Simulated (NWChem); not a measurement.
Species: SnI$_{3}$ cation; SMILES [I][Sn+]([I])[I]

```xyz
4

Sn     0.0000     0.0000     0.0000
I      0.1495     2.6024     0.0000
I      2.1790    -1.4307     0.0000
I     -2.3285    -1.1718     0.0000
```
Atoms are numbered in this order, from 1.

Level: PBE0/def2-SVP with def2 effective core potentials on Sn, I (NWChem), optimised geometry, unscaled harmonic frequencies. def2 effective core potentials on Sn, I; no spin-orbit coupling.

| frequency (cm⁻¹) | IR intensity (km/mol) |
|---|---|
| 52 | 1.0 |
| 52 | 1.0 |
| 66 | 1.1 |
| 163 | 0.0 |
| 261 | 32.3 |
| 261 | 32.3 |

```json
{
  "zero_point_energy": "1.2 kcal/mol",
  "thermal correction to the enthalpy at 298.15 K (with zero-point energy)": "6.1 kcal/mol",
  "heat capacity Cv": "17.3 cal/(mol K)",
  "entropy at 298.15 K and 1 atm (symmetry number 6)": "94.1 cal/(mol K)"
}
```

Rigid rotor and harmonic oscillator; modes under 100 cm⁻¹ make the entropy uncertain.
